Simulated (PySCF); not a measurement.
C3H5BFNO, SMILES C/N=C/B(F)C=O.

Coordinates come from a B3LYP-D3(BJ)/def2-SVP optimisation. The structure was generated by enumeration; whether it is a known compound was not checked. One conformer was computed; it need not be the lowest.

Two levels are set side by side: TDA-PBE/def2-SVPD (PySCF) and TDA-M06-2X/def2-SVPD (PySCF). Vertical, same geometry. The lowest singlet is HOMO→LUMO 99 % with PBE and HOMO→LUMO 66 %, HOMO−1→LUMO 20 % with the other functional; states are paired by order. Differences are taken from unrounded values.

```tsv
quantity	TDA-M06-2X	TDA-PBE	TDA-PBE minus TDA-M06-2X
lowest singlet excitation (eV)	2.43	1.76	-0.67
lowest triplet excitation (TDA) (eV)	1.88	1.28	-0.59
first bright state (f over 0.05) (eV)	6.12	4.51	-1.62
its oscillator strength	0.34	0.16	-0.18
```

A lower first singlet is the usual sign of a functional without exact exchange. Differences between two approximate levels are no errors against the true value.

Rough cost on one machine, each run with all the roots and properties that it gave: TDA-M06-2X against TDA-PBE about 8 times.
